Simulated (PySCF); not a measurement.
SMILES c1(ccc(s1)C=C)S (GFN2-xTB optimised geometry):

```
14

C      2.549    -0.818     0.001
C      1.783     0.269     0.000
C      0.347     0.269     0.000
C     -0.489     1.354     0.000
C     -1.856     1.024     0.000
C     -2.064    -0.324     0.000
S     -3.622    -1.129    -0.001
S     -0.575    -1.212     0.000
H      2.120    -1.808     0.002
H      3.622    -0.755     0.001
H      2.230     1.256    -0.001
H     -0.127     2.367     0.000
H     -2.655     1.743     0.000
H     -3.132    -2.367     0.004
```

Computed with B3LYP/def2-TZVP in PySCF 2.14.0.

Q: What are the frontier orbital energies and the dipole moment?

A: HOMO-2 -7.58 eV, HOMO-1 -7.22 eV, HOMO -5.64 eV, LUMO -1.47 eV, LUMO+1 -0.61 eV; dipole moment 0.35 D.

Meta-Löwdin charges at B3LYP/def2-TZVP: C1 -0.28, C2 -0.10, C3 -0.12, C4 -0.14, C5 -0.17, C6 -0.20, S7 0.03, S8 0.26, H9 0.11, H10 0.12, H11 0.12, H12 0.13, H13 0.13, H14 0.09.
